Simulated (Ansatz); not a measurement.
The Si3–H4 bond of GeH4Si (SMILES [SiH3][GeH]) is stretched (multiplicity 1, the rest rigid).
Geometry at rest (charge 0, multiplicity 1):
```tsv
atom	x (Å)	y (Å)	z (Å)
Ge	0.0269	0.6789	0.5501
H	-0.4443	1.5532	-0.7038
Si	-0.0212	-1.2964	-0.9339
H	0.9083	-1.0877	-2.0778
H	-1.3924	-1.4771	-1.4849
H	0.3664	-2.5625	-0.2613
```

Correlated levels freeze the cores. Filled d and f shells under p-block atoms count as core.

Codes used: Ansatz (Gaussian orbitals). Each number belongs to the level named beside it.

FIC-MRCISD+Q on CASSCF(2,2)/def2-SVP, total energies (hartree):

```tsv
R (Å)	CASSCF	MRCISD	weight c² of the reference
1.489	-2366.235610	-2366.430834	0.89279
2.605	-2366.145185	-2366.332631	0.89084
4.764	-2366.109399	-2366.297509	0.88643
```

**Question.** Add the Davidson correction (E_MRCISD − E_CASSCF)(1 − c²)/c² and give the energies above the first point at the three levels.

**Answer.** 
Corrections (hartree): -0.023444, -0.022969, -0.024101. Above the first point (kcal/mol):
- R = 2.605 Å: CASSCF 56.7, MRCISD 61.6, with the correction 61.9
- R = 4.764 Å: CASSCF 79.2, MRCISD 83.7, with the correction 83.3

Ansatz is a quantum-chemistry and plane-wave program.
